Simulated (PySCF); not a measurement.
Choosing a molecule for a target property.

Each SMILES stands for a single optimised conformer of the isolated species, non-relativistic unless stated. Electronic properties by PySCF.

The conformers computed, where there is a choice (atom-mapped SMILES and torsion angles):
- `[SiH3:1][O:2][C:3]1=[CH:4][CH:5]=[CH:6][SiH2:7]/[C:8]1=[CH:9]/[Cl:10]`: Si1–O2–C3–C4 70°
- `[CH2:1]=[CH:2][Si@H:3]([Cl:4])[SiH2:5][c:6]1[cH:7][cH:8][cH:9][o:10]1`: C1–C2–Si3–Cl4 139°, C2–Si3–Si5–C6 62°, Si3–Si5–C6–C7 163°
- `[SiH3:1][CH2:2][O:3][CH:4]1[CH2:5][SiH2:6][CH2:7]1`: Si1–C2–O3–C4 176°, C2–O3–C4–C5 -175°
- `[CH3:1][O:2][C:3](=[O:4])[C:5]#[C:6][Si@@H:7]([SiH3:8])[PH2:9]`: C1–O2–C3–O4 0°, H–P9–Si7–C6 -163°, H–P9–Si7–C6 -70°

Question: Wanted: HOMO–LUMO gap below 5 eV (PBE0/pcSseg-1) and smallest rotational constant below 0.6 GHz (GFN2-xTB), at GFN2-xTB geometries. Which candidate meets both?
A. `[SiH3]OC1=CC=C[SiH2]/C1=C/Cl`
B. `C=C[Si@H](Cl)[SiH2]c1ccco1`
C. `COC(=O)C#C[Si@@H]([SiH3])P`
D. `[SiH3]COC1C[SiH2]C1`

Answer: A. Computed values:
```csv
species,HOMO–LUMO gap,smallest rotational constant
[SiH3]OC1=CC=C[SiH2]/C1=C/Cl,4.01 eV,0.443 GHz
COC(=O)C#C[Si@@H]([SiH3])P,5.86 eV,0.321 GHz
C=C[Si@H](Cl)[SiH2]c1ccco1,6.03 eV,0.535 GHz
[SiH3]COC1C[SiH2]C1,7.72 eV,0.651 GHz
```
